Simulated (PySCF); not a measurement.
Computed shifts of a molecule C3H9NSi, PBE/pcSseg-1 (PySCF), GIAO, gas phase, atoms alike by connectivity averaged where their shifts nearly agree, in ppm (number of nuclei): ²⁹Si: -67.2 (1). ¹³C: 57.1 (1), 53.1 (1), 30.8 (1). ¹⁵N: 53.3 (1). ¹H: 4.43 (1), 4.37 (1), 4.17 (3), 3.91 (1), 2.62 (1), 2.32 (1), 0.48 (1). References: ²⁹Si against TMS (σ = 335.4 ppm); ¹³C against TMS (σ = 182.0 ppm); ¹⁵N against NH3 (σ = 267.0 ppm); ¹H against TMS (σ = 31.49 ppm), references at their B3LYP-D3(BJ)/def2-TZVP geometries, non-relativistic. Geometry optimised at PBE0-D3(BJ)/def2-SVP. The values are those of a single conformer.

**Question.** Identify the compound among the candidates.
A. C/C=N/C[SiH3]
B. [SiH3][C@H]1CCN1
C. C=C[SiH2]NC
D. C[SiH]1CNC1

**Answer.** B, [SiH3][C@H]1CCN1
